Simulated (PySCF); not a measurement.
AlFBr2, SMILES [Br][Al]([F])[Br].

Geometry: B3LYP-D3(BJ)/def2-SVP. The structure was generated by enumeration; whether it is a known compound was not checked.

Computed with B3LYP-D3(BJ)/def2-SVP (PySCF).

Frequencies are harmonic and unscaled.

Computed vibrational spectrum:
| mode | ν (cm⁻¹) | IR (km/mol) | moving atoms (share of kinetic energy) |
|---|---|---|---|
| 1 | 104 | 2.2 | Br 72 %, Al 16 %, F 11 % |
| 2 | 181 | 16.5 | F 77 %, Br 22 % |
| 3 | 212 | 42.8 | Al 78 %, F 17 % |
| 4 | 310 | 6.7 | Br 50 %, F 25 %, Al 25 % |
| 5 | 530 | 196.8 | Al 84 %, Br 16 % |
| 6 | 892 | 112.3 | F 54 %, Al 46 % |
